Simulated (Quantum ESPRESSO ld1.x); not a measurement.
The numbers below are computed, except where a source is named.
Ga+, 30 electrons, occupied as [Ar] 3d10 4s2.

Level of theory: scalar-relativistic Kohn-Sham, LDA (Slater exchange, VWN5 correlation), spin-unpolarised, spherical densities, point nucleus (ld1.x of Quantum ESPRESSO 7.5).

Energy parts (eV):
part                      energy
total                  -52815.08
kinetic                 53692.36
electron-nucleus      -127111.73
Hartree                 22575.17
exchange-correlation    -1970.88

Orbitals (lengths in bohr, moments of r in powers of bohr; r(90%) holds 90 % of the orbital's charge):
| orbital | occ. | eigenvalue (eV) | <r> | r(90%) | <1/r> |
|---|---|---|---|---|---|
| 1s | 2 | -10219.1 | 0.04867 | 0.0870 | 31.25 |
| 2s | 2 | -1268.41 | 0.2182 | 0.338 | 6.833 |
| 2p | 6 | -1106.57 | 0.1909 | 0.312 | 6.710 |
| 3s | 2 | -155.812 | 0.6531 | 0.979 | 2.183 |
| 3p | 6 | -107.038 | 0.6800 | 1.05 | 2.031 |
| 3d | 10 | -27.7636 | 0.8080 | 1.40 | 1.652 |
| 4s | 2 | -16.6550 | 2.203 | 3.31 | 0.5917 |
| 4p | 0 | -9.2989 | 2.813 | 4.30 | 0.4569 |
| 5s | 0 | -3.8079 | 6.003 | 8.79 | 0.2184 |

The highest occupied level is 4s at -16.655 eV. For comparison, the ionisation energy in NIST's Atomic Spectra Database is 20.515 eV (measured). In exact Kohn-Sham theory the highest level is minus the ionisation energy, but local and semilocal functionals leave it too shallow, through self-interaction and a potential that decays too fast; potentials with the right tail come closer.
